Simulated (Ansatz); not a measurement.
`C[SiH]1[O][Al]1[TeH]` + `N[AsH2]` → `N[AsH][TeH]` + `C[SiH]1[O][AlH]1`  (ligand exchange at a Te–Al bond)

Program: Ansatz. Geometries: PBE0-D4/def2-TZVP. ΔE: electronic, gas phase. CCSD(T)/CBS adds triple-zeta CCSD(T) − MP2 to the extrapolated MP2 energy (def2 sets, frozen cores). DFT in def2-TZVPP. B3LYP here is the variant with VWN-RPA as its local correlation; programs differ in this. def2 core potentials past Kr. For As, Te outer-core shells are correlated without core-valence functions, which leaves a few kJ/mol of doubt a bond. Scalar relativity is left out up to krypton. Each species was taken in one conformer, which may not be the lowest.

| level | ΔE (kJ/mol) | difference from CCSD(T)/CBS |
| --- | --- | --- |
| ωB97X-V | 55.8 | -2.8 |
| B2PLYP | 55.0 | -3.6 |
| PBE | 49.5 | -9.1 |
| PBE0 | 56.0 | -2.6 |
| B3LYP | 49.9 | -8.7 |
| MP2/def2-TZVPP | 63.3 | 4.7 |
| CCSD/def2-TZVPP | 64.7 | 6.1 |
| CCSD(T)/def2-TZVPP | 63.8 | 5.2 |
| MP2/def2-QZVPP | 59.8 | 1.2 |
| SCS-MP2/def2-QZVPP | 58.5 | -0.1 |
| CCSD(T)/CBS | 58.6 | 0 |

Largest T1 diagnostic among the species: 0.015.

The D4 term adds −3.4 kJ/mol with B3LYP and −1.5 kJ/mol with PBE0; it sums over pairs of atoms, weighted by their polarisabilities, and B3LYP, whose exchange is more repulsive, gets the larger term. From PBE to PBE0 (25 % exact exchange), in def2-TZVPP and without D4, ΔE moves by +6.5 kJ/mol.
